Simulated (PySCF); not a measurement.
## What binds Br₂: the parts of the energy along the bond

State: singlet, closed shell. RHF-based CCSD(T) in PySCF 2.14 with Br cc-pVTZ-PP with ECP10 and Br cc-pVQZ-PP with ECP10 (frozen core orbitals: 18; scalar-relativistic core potentials). Correlation energies are extrapolated as n⁻³ (n = 3, 4), Hartree–Fock as (n+1)·exp(−9√n). All energies in eV from Br + Br.

```csv
R (Å),HF/CBS,CCSD corr.,(T),total
2.0172,0.185,-1.369,-0.1560,-1.340
2.1089,-0.362,-1.370,-0.1636,-1.896
2.2005,-0.612,-1.378,-0.1729,-2.163
2.2922,-0.655,-1.395,-0.1841,-2.234
2.3839,-0.556,-1.419,-0.1975,-2.173
2.4985,-0.304,-1.461,-0.2179,-1.983
2.6131,0.033,-1.516,-0.2431,-1.727
```

A fit to the total gives Re = 2.2893 Å, De = 2.234 eV, ωe = 328.4 cm⁻¹, Be = 0.08152 cm⁻¹ (masses 78.9183 and 78.9183 u).

Problem. At R = 2.2922 Å the CCSD correlation energy is -0.351341 hartree in the smaller basis and -0.385089 in the larger. Extrapolate it.

Solution. (4³·E4 − 3³·E3)/(4³ − 3³) = -0.40972 hartree; the larger basis holds 94.0 % of it.

The T1 diagnostic is 0.008. The open-shell atoms are computed with UHF. Spin–orbit coupling, excitations beyond (T) and corrections to the Born–Oppenheimer picture are left out.
